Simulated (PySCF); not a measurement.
Electron correlation in Mo (molybdenum, neutral)

[Kr] 4d5 5s1, high-spin 7S determinant. All numbers are calculated (PySCF 2.14, a scalar-relativistic core potential, in cc-pVTZ-PP with ECP28MDF (5s5p4d2f1g, 63 functions)). Frozen: 4s2 4p6; 6 electrons correlated.

MP2 pair energies summed by pair of shells (mhartree):

```
 pair  energy  share (%)
4d-4d  -59.90       76.1
4d-5s  -18.85       23.9
```

Total MP2 correlation energy: -78.75 mhartree.

Same-spin part -78.75 and opposite-spin part 0.00 mhartree; SCS-MP2 scales them by 1/3 and 6/5 to -26.25 mhartree.
